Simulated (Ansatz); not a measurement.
B₂O₃. The state is a singlet with charge 0. Geometry PBE-D4/def2-SVP, basis def2-TZVP, Ansatz.

```xyz
5

B    -0.538   -2.159   -0.526
B     0.089    0.356    0.087
O     1.136    1.196    0.203
O    -0.458    1.530    0.461
O    -0.229   -0.922   -0.225
```

```tsv
run	HOMO (eV)	LUMO (eV)
A	-6.48	-5.29
B	-7.76	-3.76
C	-6.77	-5.00
D	-6.45	-5.15
E	-6.54	-5.68
```

Another isomer (singlet) lies 5.80 eV lower at PBE0-D4/def2-TZVP; other spin states weren't run for this one.

Task: The runs used LDA (SPW92), PBE, PBE0, r2SCAN, revPBE. Estimate which is which.

Result: A PBE (0 % exact exchange); B PBE0 (25 % exact exchange); C r2SCAN (0 % exact exchange); D revPBE (0 % exact exchange); E LDA (SPW92) (0 % exact exchange). Exact exchange lowers occupied and raises empty levels; among semilocal functionals meta-GGAs tend to open the gap a little, and such runs are hard to tell apart. The gap grows from 0.86 eV (LDA (SPW92)) to 4.00 eV (PBE0). The restricted singlet is unstable towards broken spin symmetry in Hartree–Fock (as tested in another run); at PBE-D4/def2-TZVP, PBE0-D4/def2-TZVP, r2SCAN-D4/def2-TZVP, revPBE-D4/def2-TZVP and others this wasn't settled.
